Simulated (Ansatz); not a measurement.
`CO[SiH](Cl)I`, charge 0, multiplicity 1.

Problem. Give a relaxed structure at PBE0-D4/def2-TZVP (Ansatz 0.2.0). (Best estimate.)

Solution. Ansatz gave: 
Cartesian coordinates in Å:
```
C -0.728 -1.087 -0.628
O -0.057 -0.555 0.500
Si 0.715 0.869 0.527
Cl -0.555 2.378 -0.026
I 1.493 1.201 2.788
H -1.566 -0.447 -0.921
H -0.049 -1.198 -1.479
H -1.110 -2.070 -0.352
H 1.857 0.909 -0.408
```
This is one stationary point; other conformers may exist.
